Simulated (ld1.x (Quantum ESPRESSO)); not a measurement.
Configuration tests for Ge (Z = 32) (TM)

| Item | Value |
| --- | --- |
| Element | Ge (Z = 32) |
| Generator | ld1.x (Quantum ESPRESSO) 7.5 |
| Type | norm-conserving Troullier–Martins (Kleinman–Bylander form) |
| Functional | LDA (PZ) |
| Relativity | scalar-relativistic |
| Frozen core | [Ne] 3s2 |
| Valence charge | 20 |
| Reference configuration | 3p6 3d10 4s2 4p2 |
| Partial waves | 4s (bound): rc 1.30 bohr; 3d (bound): rc 1.00 bohr; 3p (bound): rc 0.60 bohr |
| Local potential | the p channel |
| Core correction | a·sin(br)/r model core, default radius (core density twice the valence density) |

Occupied shells without a wave of their own: 4p. They enter only through the test configuration that unscreens the potential, and ld1.x also counts them in the model core charge.

Energies are relative to the spin-unpolarised reference configuration 3p6 3d10 4s2 4p2; without spin polarisation the order of configurations can differ from experiment. Spin-polarised rows fill each open shell by Hund’s rule, majority spin first.

ld1.x takes every shell without a wave as core, so the model core holds the 4p electrons as well and exchange and correlation see them twice. This cancels in the reference configuration, but the file is broken for other ones, and its errors say nothing about a proper core correction.

| valence configuration | charge | ΔE all-electron (eV) | error AE − PS (meV) |
| --- | --- | --- | --- |
| 3p6 3d10 4s2 4p1 | +1 | 7.636 | -132 |
| 3p6 3d10 4s2 4p0 | +2 | 23.352 | -528 |
| 3p6 3d10 4s1 4p0 | +3 | 58.570 | -1049 |
| 3p6 3d10 4s0 4p0 | +4 | 105.224 | -1995 |
| 3p5 3d10 4s2 4p2 | +1 | 125.460 | -261 |
| 3p6 3d9 4s2 4p3 | 0 | 29.720 | -54 |
| 3p6 3d10 4s0 4p4 | 0 | 16.359 | +0.8 |
| 3p6 3d10 4s2 4p2 (spin-polarised) | 0 | -0.563 | -117 |
| 3p6 3d10 4s2 4p1 (spin-polarised) | +1 | 7.451 | -176 |

Note: ghost state, extra bound levels that the all-electron valence spectrum of the same l lacks: s at -110.8 eV. A true bound ghost makes a file unfit for plane-wave use.
